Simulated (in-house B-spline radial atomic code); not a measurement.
A calculation on K⁺ (an excited or competing configuration): its settings, and results tabulated from the run. Method: Dirac-Hartree-Fock, average of the jj configuration, Fermi nucleus of rms radius 3.4349 fm. Calculated with a B-spline radial code for spherical atoms.

In the input, a minus or plus after the letter marks the j = l - 1/2 or j = l + 1/2 subshell.

Command:
```bash
python run_scf.py task.json out
```
Settings (nuclear radius in fm, mass in u):
```
Z                19
configuration    1s2 2s2 2p6 3s2 3p-1 3p+4 5f+1
hamiltonian      dirac
method           hf
spin_polarised   False
nucleus          fermi
rms_radius       3.4349
atomic_mass      38.96371
speed_of_light   137.035999084
```

Output (hartree, bohr):
```
 radial grid: 92 intervals, B-splines of order 8, outer radius 102 bohr

 iter        energy (Eh)    residual
    1       -596.3716693    3.09e-01
    2       -600.0292369    1.01e-01
    3       -600.2805096    4.11e-02
    4       -600.3185742    1.77e-02
    5       -600.3257856    4.07e-03
    6       -600.3261222    2.94e-04
    7       -600.3261257    4.93e-05
    8       -600.3261257    3.03e-06
    9       -600.3261257    2.23e-07

 total energy                     -600.326126
 kinetic                            605.07856
 electron-nucleus                 -1418.19197
 electron-electron                  212.78729

 first-order corrections (not in the total)
   Gaunt                            0.17299
   retardation                     -0.01367
   frequency dependence            -0.00021
   self-energy                      0.11328
   Uehling                         -0.00810
   Wichmann-Kroll                   0.00003
   recoil                           0.00687

 orbital      occ     eigenvalue          <r>       <r^2>       <1/r>     <1/r^2>     <1/r^3>       r_max    small
 1s1/2      2.000     -134.97354    0.0809571   0.0088163     18.7242     713.436           -     0.05304  4.60e-03
 2s1/2      2.000      -15.37683     0.383687     0.17424     3.84052     61.6875           -      0.3167  7.69e-04
 2p1/2      2.000      -12.35289     0.347536    0.149438     3.72948     19.4866           -      0.2619  7.35e-04
 2p3/2      4.000      -12.26951     0.348965    0.150408     3.70285     18.9982     152.943      0.2634  7.32e-04
 3s1/2      2.000       -2.41221      1.23792     1.76079     1.11096     7.46373           -       1.064  1.37e-04
 3p1/2      1.000       -1.66736      1.35079     2.13064      0.9977     2.22643           -       1.129  1.16e-04
 3p3/2      4.000       -1.62057      1.36344     2.17193    0.985406     2.13512     14.4906       1.136  1.13e-04
 5f7/2      1.000       -0.08019      15.6845     279.216   0.0806409  0.00937601  0.00161623       16.35  2.17e-06
```

Cost of the run: 2.2 s on 1 thread of Arm Neoverse V1, on a shared host.

For the Dirac Hamiltonian the kinetic term is c α·p + (β - 1)c².
